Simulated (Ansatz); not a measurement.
Coupled-cluster diagnostics for HfCl4, Ansatz.

Geometry of the singlet (PBE-D4/def2-SVP):

```xyz
5

Hf    0.0000   -0.0001    0.0001
Cl   -1.9225    0.9016   -0.9758
Cl    0.2405   -2.2272   -0.6660
Cl   -0.1868    0.1014    2.3274
Cl    1.8689    1.2242   -0.6856
```

In the def2 sets Hf takes a core potential; there is no spin–orbit coupling. Correlated methods freeze 20 core orbitals; core or outer-core shells of Hf are correlated, in sets that lack core-valence functions.

(1) Estimate the CCSD(T) correlation energy, the shares of MP2 and (T), T1 and the reference's ⟨S²⟩ for: charge 0, singlet, own geometry in def2-TZVP; and the rough time on 2 threads of Arm Neoverse V2 on a shared host.

## Answers

(1) 
| state | basis | correlation (eV) | MP2 share (%) | (T) share (%) | T1 | ⟨S²⟩ (pure) | wall time |
| --- | --- | --- | --- | --- | --- | --- | --- |
| charge 0, singlet, own geometry | def2-TZVP | -30.371 | 91.1 | 4.3 | 0.012 | 0.00 (0.00) | 2.2 min |
Customary marks for T1 are 0.02 (closed shells), 0.045 (open shells) and about 0.05 (3d metals). T1 stays under 0.02 throughout.
